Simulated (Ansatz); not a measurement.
```yaml
crystal:
  periodic: [false, false, false]
  atoms:
    - {symbol: C, position_ang: [-0.305541, 1.066767, 0.640425]}
    - {symbol: C, position_ang: [-0.145732, 0.523712, 0.197837]}
    - {symbol: Si, position_ang: [0.120784, -0.303674, -0.470881]}
    - {symbol: O, position_ang: [0.005232, -1.354418, -0.021644]}
    - {symbol: F, position_ang: [1.028706, -0.179556, -0.738795]}
    - {symbol: H, position_ang: [-0.540679, 1.807198, 1.030217]}
    - {symbol: H, position_ang: [-0.381453, -0.316328, -1.195144]}
    - {symbol: H, position_ang: [0.176692, -1.415492, 0.524506]}
basis:
  gaussian: {orbitals: def2-SVP}
hamiltonian: {xc: {name: r2SCAN0}, dispersion: d3bjatm, pseudopotentials: {relativity: scalar}}
scf: {lower_state_search: off}
output: {forces: true}
```

```sh
$ ansatz run in.yaml --threads 2 --pin off --events-out ev --progress --plain --max-ram 4352MiB
```

It prints (some lines left out):

```
Functional definition: r2SCAN0
867 factors; integrals over basis functions are off by at most 3.8e-4 eV
mean field evaluation 1: about -14617.4932 eV, gradient 1.2e2 eV
mean field evaluation 2: about -14616.5795 eV, gradient 1.2e2 eV
mean field evaluation 4: about -14639.8504 eV, gradient 5.6e0 eV
mean field evaluation 8: about -14640.1659 eV, gradient 2.9e-1 eV
mean field evaluation 16: about -14640.1660 eV, gradient 4.3e-5 eV
mean field -14640.16600313 eV, -538.0161771542 hartree, gradient 5.9e-6 eV, S^2 0.000000; 0 other end points of the search recorded, 0 dependent functions left out
reference -14640.16600970 eV, -538.0161773956 hartree; 23, 23 occupied and 66, 66 virtual orbitals, 867 factors
Total energy: -14640.21583642 eV, -538.0180084937 hartree
Relativity: scalar
Atom 0 at    -0.305541     1.066767     0.640425 Å, force   -51.798925   178.524797   144.724764 eV/Å
Atom 1 at    -0.145732     0.523712     0.197837 Å, force    24.731883  -106.113105   -83.647976 eV/Å
Atom 2 at     0.120784    -0.303674    -0.470881 Å, force  -126.758833   -38.472392     2.232121 eV/Å
Atom 3 at     0.005232    -1.354418    -0.021644 Å, force   -37.865312   -58.453495   -59.620252 eV/Å
Atom 4 at     1.028706    -0.179556    -0.738795 Å, force   197.355394    27.142826   -60.979629 eV/Å
Atom 5 at    -0.540679     1.807198     1.030217 Å, force    -3.475924    11.149775     7.288705 eV/Å
Atom 6 at    -0.381453    -0.316328    -1.195144 Å, force   -30.320378    -0.183580   -42.536301 eV/Å
Atom 7 at     0.176692    -1.415492     0.524506 Å, force    28.132096   -13.594826    92.538566 eV/Å
Dipole moment:     0.152040     0.213278     0.493772 e Å
Checks for a lower state left out: stability, starts, cluster_reference, orbital_swaps, neighbouring_geometries, increment
```

In this input the geometry is squeezed to about two thirds of its size. Self-consistency was reached. The result belongs to that input, not to the molecule as meant.
